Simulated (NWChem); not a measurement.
All runs are NWChem calculations. System: HGe, charge 0, spin multiplicity 2, at a geometry optimised with UPBE0/def2-SVP. The structure started from a generated list of species. Its SCF solution wasn't tested for a lower state. Level: UCCSD(T)/def2-SVP, 9 core orbitals frozen.

Part of the output:

```
             Northwest Computational Chemistry Package (NWChem) 7.3.0
             --------------------------------------------------------

                                NWChem Input Module
                                -------------------

 Scaling coordinates for geometry "geometry" by  1.889725989
 (inverse scale =  0.529177249)

 Turning off AUTOSYM since
 SYMMETRY directive was detected!

                             Geometry "geometry" -> ""
                             -------------------------

 Output coordinates in angstroms (scale by  1.889725989 to convert to a.u.)

  No.       Tag          Charge          X              Y              Z
 ---- ---------------- ---------- -------------- -------------- --------------
    1 Ge                  32.0000     0.00000000     0.00000000     0.04861400
    2 H                    1.0000     0.00000000     0.00000000    -1.55564500

 Effective nuclear repulsion energy (a.u.)      10.5554476977

            Nuclear Dipole moment (a.u.)
            ----------------------------
        X                 Y               Z
 ---------------- ---------------- ----------------
     0.0000000000     0.0000000000     0.0000056692

      Symmetry information
      --------------------

 Group name             C2v
 Group number             16
 Group order               4
 No. of unique centers     2

      Symmetry unique atoms

     1    2


 Summary of "ao basis" -> "" (spherical)
 ------------------------------------------------------------------------------
       Tag                 Description            Shells   Functions and Types
 ---------------- ------------------------------  ------  ---------------------
 *                          def2-svp                  on all atoms

 Summary of "ao basis" -> "ao basis" (spherical)
 ------------------------------------------------------------------------------
       Tag                 Description            Shells   Functions and Types
 ---------------- ------------------------------  ------  ---------------------
 Ge                         def2-svp                12       32   5s4p3d
 H                          def2-svp                 3        5   2s1p

                                 NWChem SCF Module
                                 -----------------

  ao basis        = "ao basis"
  functions       =    37
  atoms           =     2
  alpha electrons =    17
  beta  electrons =    16
  charge          =   0.00
[...]
     2   0 0 2    -15.996896    -13.192936    -11.716114      8.912154

                   NWChem Extensible Many-Electron Theory Module
                   ---------------------------------------------


            General Information
            -------------------
      Number of processors :     1
         Wavefunction type : Unrestricted Hartree-Fock
          No. of electrons :    33
           Alpha electrons :    17
            Beta electrons :    16
           No. of orbitals :    74
            Alpha orbitals :    37
             Beta orbitals :    37
        Alpha frozen cores :     9
         Beta frozen cores :     9
     Alpha frozen virtuals :     0
      Beta frozen virtuals :     0
         Spin multiplicity : doublet
    Number of AO functions :    37
       Number of AO shells :    15
        Use of symmetry is : on
      Symmetry adaption is : on
         Schwarz screening : 0.10D-09

          Correlation Information
          -----------------------
          Calculation type : Coupled-cluster singles & doubles w/ perturbation
   Perturbative correction : (T)
            Max iterations :      100
        Residual threshold : 0.10D-05
     T(0) DIIS level shift : 0.00D+00
     L(0) DIIS level shift : 0.00D+00
     T(1) DIIS level shift : 0.00D+00
     L(1) DIIS level shift : 0.00D+00
     T(R) DIIS level shift : 0.00D+00
     T(I) DIIS level shift : 0.00D+00
   CC-T/L Amplitude update :  5-th order DIIS
                I/O scheme : Global Array Library
        L-threshold :  0.10D-05
        EOM-threshold :  0.10D-05
 no EOMCCSD initial starts read in
 TCE RESTART OPTIONS
 SLICE:      F
 D4D5:       F
 quantumc:   F
 qrotation:  F
 pwtce:      F
 qducc:      F
 nacto:                         0
 nrotv:                         0
 nrot:                          0

            Memory Information
            ------------------
          Available GA space size is     249034062 doubles
          Available MA space size is     104854588 doubles

 Maximum block size supplied by input
 Maximum block size        24 doubles

 tile_dim =      9

 -------------------------------------------------

 Global array virtual files algorithm will be used

 Parallel file system coherency ......... OK


 half-transformed integrals in memory

 2-e (intermediate) file size =         2353311
 2-e (intermediate) file name = ./mol.v2i

 2-e integrals stored in memory



CCSD iterations
 ---------------------------------------------------------
 Iter          Residuum       Correlation     Cpu    Wall
 ---------------------------------------------------------
    1   0.1399191488568  -0.1923080111255     0.2     0.2
    2   0.0330402887658  -0.1951617606535     0.2     0.2
    3   0.0136572927867  -0.2008594731667     0.2     0.2
    4   0.0065894107221  -0.2019510786335     0.2     0.2
    5   0.0034057231556  -0.2026622644360     0.2     0.2
    6   0.0007945442451  -0.2031508231708     0.2     0.2
    7   0.0003802202996  -0.2031853706754     0.2     0.2
    8   0.0002233588751  -0.2031906455066     0.2     0.2
    9   0.0001388693720  -0.2031927864342     0.2     0.2
   10   0.0000879717547  -0.2031951467790     0.2     0.2
   11   0.0000142159474  -0.2031990726302     0.2     0.2
   12   0.0000076061672  -0.2031991338983     0.2     0.2
   13   0.0000049058192  -0.2031993043774     0.2     0.2
   14   0.0000032710160  -0.2031992578415     0.2     0.2
   15   0.0000022087092  -0.2031992472328     0.2     0.2
   16   0.0000002891901  -0.2031991843472     0.2     0.2
 -----------------------------------------------------------------
 Iterations converged
 CCSD correlation energy / hartree =        -0.203199184347160
 CCSD total energy / hartree       =     -2075.832996424664088

 Singles contributions

 Doubles contributions
 CCSD(T)
 Using plain CCSD(T) code
             total no. of tasks         1000
 total no. of tasks / no. procs         1000
                         wl_min            8           1.4
                         wl_max        46656           6.0
        thresh for no. of tasks         1000

 CCSD[T]  correction energy / hartree =        -0.005923245091566
 CCSD[T] correlation energy / hartree =        -0.209122429438726
 CCSD[T] total energy / hartree       =     -2075.838919669755796
 CCSD(T)  correction energy / hartree =        -0.005243801159772
 CCSD(T) correlation energy / hartree =        -0.208442985506933
 CCSD(T) total energy / hartree       =     -2075.838240225823938

 Task  times  cpu:        5.0s     wall:        5.0s

 Total times  cpu:        5.0s     wall:        5.0s
```

Q: Write an NWChem input that would produce this output.

A: This is not unique; one that fits is 
```
start mol
memory heap 100 mb stack 700 mb global 1900 mb
geometry units angstroms nocenter noautoz
  Ge     0.000000     0.000000     0.048614
  H      0.000000     0.000000    -1.555645
  symmetry group C2v
end
basis spherical
  * library def2-svp
end
scf
  uhf
  nopen 1
  maxiter 100
  thresh 1e-7
  semidirect memsize 60000000 filesize 0
  # guess.movecs holds the orbitals of an unrestricted PBE0 run
  vectors input guess.movecs output mol.movecs
end
tce
  freeze core 9
  ccsd(t)
  thresh 1e-6
  maxiter 100
  tilesize 24
end
task tce energy
```
